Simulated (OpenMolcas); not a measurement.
**Cu6+, Ag6+, Au6+: d5 down the group**

```json
{"Program": "OpenMolcas 26.06", "Method": "MS-CASPT2, IPEA 0.25 Eh, imaginary shift 0.1 Eh", "Basis": "ANO-RCC-VTZP", "Scalar Hamiltonian": "DKH2, point nucleus", "Spin-orbit coupling": "RASSI with atomic mean-field integrals over the reference wave functions, term energies averaged over their components"}
```

Active space for each ion: 5 electrons in 5 orbitals (d); closed shells correlated by CASPT2: Cu6+ 3s 3p; Ag6+ 4s 4p; Au6+ 5s 5p.

Computed levels in cm-1 above 6S 5/2:

```csv
Level,Cu6+,Ag6+,Au6+
4G 7/2,48150,32320,27840
4G 11/2,48190,32590,30030
4G 9/2,48230,32790,31760
4P 1/2,53310,36570,33740
4D 7/2,57470,38500,38830
4D 1/2,57840,40570,45620
2I 11/2,70340,47160,45640
2I 13/2,70670,48590,50770
2F 7/2(1),77590,55960,65760
weight of 6S in the lowest level (%),100,98,74
```

Mixed levels, with the weight of the term that names them: Ag6+ 4P 1/2 (68 %), Ag6+ 4D 1/2 (69 %), Ag6+ 2F 7/2(1) (55 %), Au6+ 6S 5/2 (74 %), Au6+ 4G 7/2 (54 %), Au6+ 4G 11/2 (69 %), Au6+ 4G 9/2 (74 %), Au6+ 4P 1/2 (59 %), Au6+ 4D 7/2 (50 %), Au6+ 4D 1/2 (68 %), Au6+ 2I 11/2 (67 %), Au6+ 2F 7/2(1) (54 %).

Measured, with the error of the calculation in %. Measured levels: Cu6+, Ag6+ from the list in Gamrath, thesis, University of Mons (2023).

```json
{"Level": "4G 7/2", "Cu6+": "", "Ag6+": "30378 (+6.4)"}
{"Level": "4G 11/2", "Cu6+": "", "Ag6+": "30662 (+6.3)"}
{"Level": "4G 9/2", "Cu6+": "", "Ag6+": "30907 (+6.1)"}
{"Level": "4P 1/2", "Cu6+": "51407 (+3.7)", "Ag6+": "34605 (+5.7)"}
{"Level": "4D 7/2", "Cu6+": "55742 (+3.1)", "Ag6+": "36485 (+5.5)"}
{"Level": "4D 1/2", "Cu6+": "56210 (+2.9)", "Ag6+": "38685 (+4.9)"}
{"Level": "2I 11/2", "Cu6+": "67757 (+3.8)", "Ag6+": "44011 (+7.1)"}
{"Level": "2I 13/2", "Cu6+": "67918 (+4.0)", "Ag6+": "45546 (+6.7)"}
{"Level": "2F 7/2(1)", "Cu6+": "74408 (+4.3)", "Ag6+": "53353 (+4.9)"}
```

Without spin-orbit coupling 4G lies 48170, 32500, 28830 cm-1 above 6S in that order; the difference to the level 4G 7/2, of either sign, comes from spin-orbit coupling, which also lowers the zero.

CASPT2 does not keep the components of a term degenerate, so their means are used; among the terms shown or strongly mixed into the levels shown the widest spread is 680 cm-1 (4d5 4F, Ag6+). Blocks of more than 70 roots (2S+1 = 2 even) ran without multistate coupling. Terms from blocks run as CI alone lack orbitals of their own. Measured partners are found by configuration, term and J. A level has none where our copy of the source lacks it or the pairing is in doubt (some pairs that miss far off the trend of their configuration count as doubtful), and it then counts in no deviation. Only configurations of the active space appear.

A number in round brackets counts repeated terms of one configuration in the order of the reference energies.
